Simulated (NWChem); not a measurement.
System meant: AlGeH5; SMILES [AlH2][GeH3]

NWChem input:

```
start job
memory heap 200 mb stack 900 mb global 1100 mb
geometry units angstroms noautoz
  Al    -0.033350    -1.710496    -0.000630
  Ge    -0.080524     0.779466    -0.008763
  H     -1.502907     1.390033    -0.106439
  H      0.559370     1.368676     1.279128
  H      0.736292     1.375237    -1.188242
  H      1.363894    -2.473157    -0.000845
  H     -1.376828    -2.563543     0.009860
end
basis spherical
  * library def2-svp
end
dft
  xc xpbe96 cpbe96
  iterations 4
  mulliken
end
task dft energy
```

End of the output:

```
    Atom       Charge   Shell Charges
 -----------   ------   -------------------------------------------------------
    1 Al  13    12.62   2.00  1.95  0.70  0.34  5.80  0.91  0.79  0.13
    2 Ge  32    32.00   2.00  2.00  1.94  0.80  0.37  5.99  5.83  1.49  1.45  7.77  2.04  0.33
    3 H    1     1.04   0.60  0.41  0.03
    4 H    1     1.04   0.60  0.41  0.03
    5 H    1     1.04   0.60  0.41  0.03
    6 H    1     1.13   0.62  0.49  0.01
    7 H    1     1.13   0.62  0.49  0.01

 center of mass
 --------------
 x =  -0.00180725 y =   0.12021310 z =  -0.00042459

 moments of inertia (a.u.)
 ------------------
         515.893648067722           0.000000000000           0.000000000000
           0.000000000000          35.693606146459           0.000000000000
           0.000000000000           0.000000000000         529.566119983228

     Multipole analysis of the density
     ---------------------------------

     L   x y z        total         alpha         beta         nuclear
     -   - - -        -----         -----         ----         -------
     0   0 0 0     -0.000000    -25.000000    -25.000000     50.000000

     1   1 0 0     -0.011178     -0.005589     -0.005589      0.000000
     1   0 1 0     -0.173881     -0.086941     -0.086941     -0.000000
     1   0 0 1     -0.003277     -0.001639     -0.001639     -0.000000

     2   2 0 0    -27.695839    -26.093460    -26.093460     24.491082
     2   1 1 0      0.029285      0.008131      0.008131      0.013023
     2   1 0 1     -0.000985     -0.000455     -0.000455     -0.000074
     2   0 2 0    -28.179989   -149.474372   -149.474372    270.768756
     2   0 1 1      0.016410      0.015767      0.015767     -0.015124
     2   0 0 2    -23.242422    -17.083741    -17.083741     10.925059

 ------------------------------------------------------------------------
 dft energy failed                                                                                  0
 ------------------------------------------------------------------------
 ------------------------------------------------------------------------
  current input line :
    20: task dft energy
 ------------------------------------------------------------------------
 ------------------------------------------------------------------------
 This type of error is most commonly associated with calculations not reaching convergence criteria
 ------------------------------------------------------------------------
 For more information see the NWChem manual at https://nwchemgit.github.io

0:dft energy failed:Received an Error in Communication
```

**Question.** Find the fault in this run and fix the input.

**Answer.** Convergence was not reached. Cause: the SCF was allowed too few iterations. This input runs:
```
start job
memory heap 200 mb stack 900 mb global 1100 mb
geometry units angstroms noautoz
  Al    -0.033350    -1.710496    -0.000630
  Ge    -0.080524     0.779466    -0.008763
  H     -1.502907     1.390033    -0.106439
  H      0.559370     1.368676     1.279128
  H      0.736292     1.375237    -1.188242
  H      1.363894    -2.473157    -0.000845
  H     -1.376828    -2.563543     0.009860
end
basis spherical
  * library def2-svp
end
dft
  xc xpbe96 cpbe96
  iterations 150
  mulliken
end
task dft energy
```
It converges to -2321.59769 Ha (PBE/def2-SVP).
